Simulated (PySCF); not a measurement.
ZnHI, SMILES [ZnH][I]. Atoms are numbered in the order given.

```xyz
3

Zn     0.0000     0.0000    -1.5252
H      0.0000     0.0000    -3.0560
I      0.0000     0.0000     0.9210
```

Coordinates come from a B3LYP-D3(BJ)/def2-TZVP optimisation. The def2 effective core potentials stand for the cores of I; spin–orbit coupling is left out.

Calculation: B3LYP-D3(BJ)/def2-TZVP in PySCF.

Frequencies are harmonic and unscaled.

Modes within 1.5 cm⁻¹ of each other (mostly degenerate sets) share a row, with their intensities summed.

| mode | ν (cm⁻¹) | IR (km/mol) | Raman (Å⁴/amu) | depolarisation | moving atoms (share of kinetic energy) |
|---|---|---|---|---|---|
| 1 | 252 | 14.8 | 10.2 | 0.21 | Zn 65 %, I 34 % |
| 2–3 | 413 | 105.3 | 8.4 | 0.75 | H 96 % |
| 4 | 1929 | 125.2 | 334.6 | 0.23 | H 98 % |
